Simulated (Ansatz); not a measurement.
CH₃GaOS (`O=C[S][GaH2]`) from Hartree–Fock to CCSD(T)

```csv
atom,x (Å),y (Å),z (Å)
O1,1.573,1.816,-1.289
C2,0.814,1.024,-0.827
S3,1.023,0.318,0.805
Ga4,-0.746,-1.004,0.881
H5,-0.082,0.658,-1.363
H6,-1.648,-0.987,-0.394
H7,-0.934,-1.825,2.186
```

Total charge 0; spin multiplicity 1. Correlated methods include outer-core shells of Ga, which these sets cover unevenly. Scalar relativity is left out up to krypton. Geometry: relaxed with PBE0-D4/def2-TZVP. It is one conformer, not always the lowest. Frozen core, restricted reference, Ansatz.

| basis | HF (Eh) | MP2 corr. | CCSD corr. | (T) | CCSD(T) total |
| --- | --- | --- | --- | --- | --- |
| def2-SVP | -2434.80068 | ? | -0.67465 | ? | ? |
| def2-TZVPP | -2435.32685 | ? | -0.80959 | -0.03811 | ? |
| def2-QZVPP | -2435.38384 | ? | – | – | – |

(1) Fill in the withheld values. (Estimate.)

Results:

(1) Computed: def2-SVP MP2 corr.: -0.65502; def2-SVP (T): -0.02419; def2-SVP CCSD(T) total: -2435.49952; def2-TZVPP MP2 corr.: -0.78969; def2-TZVPP CCSD(T) total: -2436.17455; def2-QZVPP MP2 corr.: -1.08167.
